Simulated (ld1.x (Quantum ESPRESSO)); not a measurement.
zirconium (Zr), TM: configuration errors across variants

```
Element                 : zirconium (Zr)
Generator               : ld1.x (Quantum ESPRESSO) 7.5
Type                    : norm-conserving Troullier–Martins (Kleinman–Bylander form)
Functional              : PBE
Relativity              : non-relativistic
Frozen core             : [Ar] 3d10 4s2
Valence charge          : 10
Reference configuration : 4p6 4d2 5s1 5p0 (charge +1)
Partial waves           : 4p (bound): rc 1.35 bohr; 4d (bound): rc 2.20 bohr; 5s (bound): rc 3.30 bohr
Local potential         : the s channel
Core correction         : a·sin(br)/r model core, default radius (core density twice the valence density)
```

All-electron excitation energies from the reference (eV): (1) 4p6 4d2 5s2 5p0 -6.921; (2) 4p6 4d2 5s0 5p0 12.611; (3) 4p6 4d1 5s0 5p0 35.570; (4) 4p6 4d2 5s1 5p1 -4.088; (5) 4p5 4d2 5s2 5p0 30.882; (6) 4p6 4d0 5s0 5p0 70.237; (7) 4p6 4d2.5 5s1.5 5p0 -6.652.

The default core radius of the base comes out at 0.85 bohr.

4 further variants failed, have other tests or another functional or relativity, and are left out.

A true bound ghost makes a file unfit for plane-wave use even where its test errors are small: the radial tests pick states by their node count and pass the ghost by.

Errors AE − PS in meV (a dash: test not solved or not reliable):

| change | (1) | (2) | (3) | (4) | (5) | (6) | (7) | bound ghosts |
| --- | --- | --- | --- | --- | --- | --- | --- | --- |
| base | -3.0 | -9.3 | -57 | -491 | -337 | -194 | -6.4 | none |
| type ultrasoft; waves now 5s (bound): rcut 2.85, rcutus 3.30 bohr; 5s channel at 3.2 Ry: rcut 2.85, rcutus 3.30 bohr; 4p (bound): rc 1.35 bohr; 5p (bound): rc 1.35 bohr; 4d (bound): rcut 1.90, rcutus 2.20 bohr; 4d channel at -0.05 Ry: rcut 1.90, rcutus 2.20 bohr; local potential all-electron potential smoothed inside 2.30 bohr (lloc = -1); augmentation PSQ, inside the norm-conserving radii | -0.1 | -3.4 | -38 | +0.2 | -156 | -217 | -6.3 | s |
| wave 4d (bound): rc 2.20 bohr becomes 4d (bound): rc 2.78 bohr | -2.7 | -9.4 | -39 | -491 | -357 | -63 | -5.7 | none |
| wave 4p (bound): rc 1.35 bohr becomes 4p (bound): rc 1.54 bohr | -3.0 | -9.3 | -56 | -491 | -343 | -193 | -6.4 | none |
| wave 5s (bound): rc 3.30 bohr becomes 5s (bound): rc 2.38 bohr | +2.4 | -5.9 | -81 | -412 | -76 | -275 | +3.0 | none |
| all radii but the core radius scaled by about 1.42 (s 4.68, p 1.92, d 3.12 bohr) | +3.3 | -56 | -227 | -462 | -100 | -275 | +15 | none |
| wave 5s (bound): rc 3.30 bohr becomes 5s (bound): rc 3.64 bohr | -1.5 | -12 | -82 | -485 | -291 | -249 | -4.1 | none |
| core correction a·sin(br)/r model core inside 1.26 bohr | -3.0 | -9.3 | -57 | -491 | -335 | -199 | -6.4 | none |

(1) Give the same row for: core correction a·sin(br)/r model core inside 1.00 bohr.

Answers

(1) -3.0, -9.4, -57, -491, -339, -196, -6.4; bound ghosts: none.
